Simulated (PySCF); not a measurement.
# Excitation energy of Te by level of theory

Te [Kr] 4d10 5s2 5p4 (3P) → Te [Kr] 4d10 5s1 5p4 6s1 (5P), as a difference of total energies. All numbers are calculated (PySCF 2.14, the spin-free X2C one-electron Hamiltonian (Gaussian nucleus), in aug-cc-pwCVTZ-DK3 (10s9p7d4f1g, 109 functions)). Correlated levels: valence: [Kr] 4d10 frozen; valence and next inner shell: [Ar] 3d10 frozen. The calculations carry no spin-orbit coupling.

```json
{"method": "UHF", "excitation energy (eV)": "13.973"}
{"method": "LDA", "excitation energy (eV)": "15.126"}
{"method": "PBE", "excitation energy (eV)": "14.832"}
{"method": "r2SCAN", "excitation energy (eV)": "14.790"}
{"method": "B2PLYP", "excitation energy (eV)": "14.854"}
{"method": "BLYP", "excitation energy (eV)": "15.042"}
{"method": "MP2 (valence)", "excitation energy (eV)": "14.153"}
{"method": "SCS-MP2 (valence)", "excitation energy (eV)": "14.312"}
{"method": "MP2 (valence and next inner shell)", "excitation energy (eV)": "14.653"}
{"method": "SCS-MP2 (valence and next inner shell)", "excitation energy (eV)": "14.694"}
```

**Question.** Estimate what HSE06 gives.

**Answer.** 14.904 eV, closest to B2PLYP among the rows shown.

**Question.** Estimate what PBE0 gives.

**Answer.** 14.866 eV, closest to B2PLYP among the rows shown.

A first-order spin-orbit estimate (lowest level to lowest level, LS coupling) adds -0.047 eV.

The upper state lies above the first ionisation limit, where it may autoionise and the basis confines it. A Rydberg-like electron needs more diffuse functions than a valence basis has.

The promoted electron is Rydberg-like, and one or two diffuse shells describe it only roughly, which tends to raise the upper state.
